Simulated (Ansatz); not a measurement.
One change: `O[SiH2]N[SiH](O)O` becomes `CN[SiH](O)O`.

Ansatz, PBE0-D4/def2-TZVP geometries, multiplicity 1. Each molecule was computed in one conformer, which needn't be the lowest.

```json
{"property": "HOMO energy (PBE0/def2-TZVPP) / eV", "`O[SiH2]N[SiH](O)O`": "-7.94"}
{"property": "LUMO energy (ωB97M-V/def2-TZVPP) / eV", "`O[SiH2]N[SiH](O)O`": "1.89"}
{"property": "size of the dipole moment (B3LYP/def2-TZVPP) / D", "`O[SiH2]N[SiH](O)O`": "0.93"}
{"property": "LUMO energy (PBE0/def2-TZVPP) / eV", "`O[SiH2]N[SiH](O)O`": "0.37"}
{"property": "LUMO energy (PBE/def2-TZVPP) / eV", "`O[SiH2]N[SiH](O)O`": "-0.50"}
{"property": "HOMO energy (ωB97M-V/def2-TZVPP) / eV", "`O[SiH2]N[SiH](O)O`": "-10.28"}
```

Question: What does the change do to each property? (An estimate is asked.)

Answer: Computed: 
| property | `CN[SiH](O)O` | shift |
| --- | --- | --- |
| HOMO energy (PBE0/def2-TZVPP) / eV | -7.01 | 0.93 |
| LUMO energy (ωB97M-V/def2-TZVPP) / eV | 2.32 | 0.43 |
| size of the dipole moment (B3LYP/def2-TZVPP) / D | 1.56 | 0.63 |
| LUMO energy (PBE0/def2-TZVPP) / eV | 0.88 | 0.51 |
| LUMO energy (PBE/def2-TZVPP) / eV | 0.01 | 0.51 |
| HOMO energy (ωB97M-V/def2-TZVPP) / eV | -9.39 | 0.89 |

With PBE0 the HOMO rises by 0.93 eV and the LUMO rises by 0.51 eV, so the gap narrows by about 0.42 eV. PBE moves the HOMO by 0.96 eV and ωB97M-V by 0.89 eV. Dipoles are sizes alone; their direction can turn.

B3LYP here is the variant with VWN-RPA as its local correlation; programs differ in this.
